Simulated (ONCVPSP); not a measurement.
# Reading a pseudo-wave (hydrogen (H))

Columns: radius, all-electron u(r) and pseudo u(r) of the 1s shell (level -6.49 eV) of hydrogen in the configuration 1s1; PBE, scalar-relativistic, ONCV scheme, ONCVPSP 4.0.1.

```
r (bohr)  all-electron  pseudo
   0.045        0.0825  0.0671
   0.090        0.1578  0.1335
   0.135        0.2260  0.1984
   0.180        0.2878  0.2609
   0.225        0.3436  0.3203
   0.270        0.3938  0.3756
   0.315        0.4389  0.4265
   0.360        0.4792  0.4725
   0.405        0.5150  0.5137
   0.450        0.5468  0.5502
   0.495        0.5747  0.5821
   0.540        0.5992  0.6094
   0.585        0.6204  0.6321
   0.630        0.6387  0.6503
   0.675        0.6543  0.6641
   0.720        0.6673  0.6744
   0.765        0.6780  0.6821
   0.810        0.6867  0.6883
   0.855        0.6933  0.6936
   0.900        0.6982  0.6983
   0.945        0.7015  0.7015
   0.990        0.7032  0.7033
   1.035        0.7037  0.7037
   1.080        0.7028  0.7028
   1.125        0.7009  0.7009
   1.170        0.6979  0.6979
```

How many radial nodes do the two functions have?

The all-electron 1s function has n − l − 1 = 0; the pseudo-wave has 0.

At about which radius was the pseudo-wave matched?

0.90 bohr, where the columns begin to agree (steps of 0.04 bohr).

Where does each function peak?

Outermost all-electron maximum near 1.03 bohr, pseudo maximum near 1.03 bohr (to the table’s step).

Is the pseudo-wave norm-conserving?

Yes: the ONCV scheme keeps the norm inside the radius equal to the all-electron one, which fixes the energy derivative of the logarithmic derivative at the level.
